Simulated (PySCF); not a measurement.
Atoms are numbered as in `[CH3:1][C:2]([CH3:3])([CH3:4])[SiH2:5][CH2:6][SiH3:7]`; H(Xn) means a hydrogen on atom n.

Isolated molecule, averaged over atoms made equivalent by symmetry, fast rotation or ring inversion, one computed conformer, no relativistic terms. Coordinates at the GFN2-xTB level; σ from GIAO-PBE0/pcSseg-1; PySCF 2.14.0 with density-fitted response routines.

References, each an isolated molecule treated in the same way: TMS for ¹³C (σ = 186.93 ppm) and ¹H (σ = 31.72 ppm) and ²⁹Si (σ = 349.16 ppm).

```json
{"atoms": "Si7", "nucleus": "²⁹Si", "count": "1", "Hirshfeld charge": "0.31", "δ (ppm)": "-74.3"}
{"atoms": "C1/C3/C4", "nucleus": "¹³C", "count": "3", "Hirshfeld charge": "-0.12", "δ (ppm)": "29.3"}
{"atoms": "H(C1)/H(C3)/H(C4)", "nucleus": "¹H", "count": "9", "Hirshfeld charge": "0.04", "δ (ppm)": "1.04"}
{"atoms": "Si5", "nucleus": "²⁹Si", "count": "1", "Hirshfeld charge": "0.33", "δ (ppm)": "-21.3"}
{"atoms": "H(C6)", "nucleus": "¹H", "count": "2", "Hirshfeld charge": "0.04", "δ (ppm)": "?"}
{"atoms": "C2", "nucleus": "¹³C", "count": "1", "Hirshfeld charge": "-0.05", "δ (ppm)": "20.6"}
{"atoms": "H(Si5)", "nucleus": "¹H", "count": "2", "Hirshfeld charge": "-0.08", "δ (ppm)": "?"}
{"atoms": "H(Si7)", "nucleus": "¹H", "count": "3", "Hirshfeld charge": "-0.08", "δ (ppm)": "?"}
{"atoms": "C6", "nucleus": "¹³C", "count": "1", "Hirshfeld charge": "-0.25", "δ (ppm)": "-15.0"}
```

Fill in the missing shifts.

## Answers


- H(Si7): 3.98 ppm, hydrogen on a silicon bonded to C
- H(Si5): 3.95 ppm, hydrogen on a silicon bonded to 2 C
- H(C6): -0.20 ppm, hydrogen on an sp3 CH2 bonded to 2 Si; an electropositive neighbour shields it, as in TMS itself

Shifts are as computed. Against solution values, carbons near 30 ppm lie about +3 ppm off and those near 130 ppm about +5 ppm. Of 1211 compounds with measured shifts, 218 miss one by over three times the rms of a fit or turn the order of signals round; such compounds aren't used in these exercises.
